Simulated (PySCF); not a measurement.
## As+: ionisation energy

As+ [Ar] 3d10 4s2 4p2 [4p1/2^2, M_J = 0] → As(2+) [Ar] 3d10 4s2 4p1 [4p1/2^1, M_J = 1/2], as a difference of total energies. All numbers are calculated (PySCF 2.14, the two-component X2C-1e Hamiltonian, in x2c-TZVPall-2c (6s7p4d1f, 54 functions)). Correlated levels: [Ne] frozen. "Screened" scales the spin-orbit matrix elements by Boettger's factors to mimic the two-electron term; Breit and QED terms are absent.

| method | ionisation energy (eV) |
| --- | --- |
| GHF (spin-free) | 17.833 |
| GMP2 (spin-free) | 18.450 |
| GHF (screened spin-orbit) | 17.728 |
| GMP2 (screened spin-orbit) | 18.337 |

Question: How much does correlation contribute at GMP2 (screened spin-orbit)?

Answer: 18.337 − (17.728) = 0.609 eV, measured against GHF (screened spin-orbit).

The spin-free rows relax to the high-spin LS determinant and lack the spin-orbit shift.

Errors of the correlated levels include the incompleteness of this basis and the frozen core.

The labels give the starting determinants; with spin-orbit coupling the two ends relaxed to ⟨J²⟩ = 1.62, ⟨L²⟩ = 2.01, ⟨S²⟩ = 1.98 and ⟨J²⟩ = 0.82, ⟨L²⟩ = 2.04, ⟨S²⟩ = 0.76.

The determinant of As+ mixes levels of different J (the jj label is only the starting occupation), so the difference between spin-free and spin-orbit rows is not the physical spin-orbit shift.

For comparison: 18.589 eV (measured; NIST Atomic Spectra Database, ionization energies).
